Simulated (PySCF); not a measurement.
**Electron correlation in F⁺ (fluorine, charge +1)**

[He] 2s2 2p4, high-spin 3P determinant. Computed with PySCF 2.14 in 6-31G* (3s2p1d, 14 functions), with the non-relativistic Hamiltonian (point nucleus). Frozen: 1s2; 6 electrons correlated.

MP2 pair energies summed by pair of shells (mhartree):

```csv
pair,energy,share (%)
2p-2p,-36.13,46.9
2s-2p,-35.65,46.3
2s-2s,-5.29,6.9
```

Total MP2 correlation energy: -77.08 mhartree.

Same-spin part -19.27 and opposite-spin part -57.81 mhartree; SCS-MP2 scales them by 1/3 and 6/5 to -75.79 mhartree.

```
  level  correlation energy (mhartree)
   CCSD                         -90.03
    (T)                          -0.92
CCSD(T)                         -90.95
```

Diagnostics: T1 = 0.0054, D1 = 0.0103, largest double amplitude 0.042.

Cost of the coupled-cluster step: 0.09 s of wall time on 1 thread of Neoverse-V1 (shared host), for 6 correlated electrons.

Iterations:

```
CC2 = 0
CCSD nocc = (np.int64(4), np.int64(2)), nmo = (13, 13)
frozen orbitals [[0], [0]]
max_cycle = 100
direct = 0
conv_tol = 1e-08
conv_tol_normt = 1e-06
diis_space = 8
diis_start_cycle = 0
Init t2, MP2 energy = -0.0770765198344777
Init E_corr(UCCSD) = -0.0770765198369568
cycle = 1  E_corr(UCCSD) = -0.0867934708140776  dE = -0.00971695098  norm(t1,t2) = 0.025238
cycle = 2  E_corr(UCCSD) = -0.0890993102484961  dE = -0.00230583943  norm(t1,t2) = 0.0070294
cycle = 3  E_corr(UCCSD) = -0.0900241016875883  dE = -0.000924791439  norm(t1,t2) = 0.00273266
cycle = 4  E_corr(UCCSD) = -0.0900265249009815  dE = -2.42321339e-06  norm(t1,t2) = 0.000676414
cycle = 5  E_corr(UCCSD) = -0.0900283887373263  dE = -1.86383634e-06  norm(t1,t2) = 0.000101956
cycle = 6  E_corr(UCCSD) = -0.0900279468559098  dE = 4.41881416e-07  norm(t1,t2) = 1.12704e-05
cycle = 7  E_corr(UCCSD) = -0.0900281000465851  dE = -1.53190675e-07  norm(t1,t2) = 1.47496e-06
cycle = 8  E_corr(UCCSD) = -0.0900280868574738  dE = 1.31891113e-08  norm(t1,t2) = 3.00762e-07
cycle = 9  E_corr(UCCSD) = -0.0900280859241281  dE = 9.33345679e-10  norm(t1,t2) = 2.94685e-08
UCCSD converged
E(UCCSD) = -98.87848552230362  E_corr = -0.09002808592412814
UCCSD(T) correction = -0.000915550631597415
```
